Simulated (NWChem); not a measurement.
## Atomisation of HIn

```
In
H 1 1.8861
```
Charge 0, spin multiplicity 1.

Program: NWChem. The geometry was optimised at PBE/def2-SVP with def2 effective core potentials on In, a minimum by its harmonic frequencies.

Basis set: def2-TZVP. The atomisation energy is electronic alone: no zero-point, thermal, spin-orbit or counterpoise terms. No value is extrapolated to the basis-set limit. Free atoms are single determinants with multiplicities In 2, H 2. Correlated methods freeze the same cores in atoms and molecule, 4 orbitals in all.

| method | atomisation energy (kcal/mol) |
|---|---|
| LDA (SVWN5) | 70.2 |
| PBE0 | 60.4 |
| B3LYP | 63.3 |
| LC-wPBE (omega 0.3 per bohr) | 60.3 |
| MP2 | 55.7 |
| HF | 42.1 |
| CAM-B3LYP | 63.3 |
| M06-2X | 58.1 |
| PBE | 61.2 |
| CCSD(T) | 60.0 |

The values span 28.1 kcal/mol, from HF (lowest) to LDA (SVWN5) (highest). 

Effective core potentials replace the inner electrons of In; spin-orbit coupling is left out. The correlated methods keep 4 core orbitals frozen. B3LYP has NWChem's definition, with VWN1-RPA local correlation. The structure started from a generated list of species. The stability of the SCF solutions was not checked. Open-shell Hartree-Fock references start from PBE0 orbitals. Coupled-cluster values serve here as a point of comparison, not as the truth.
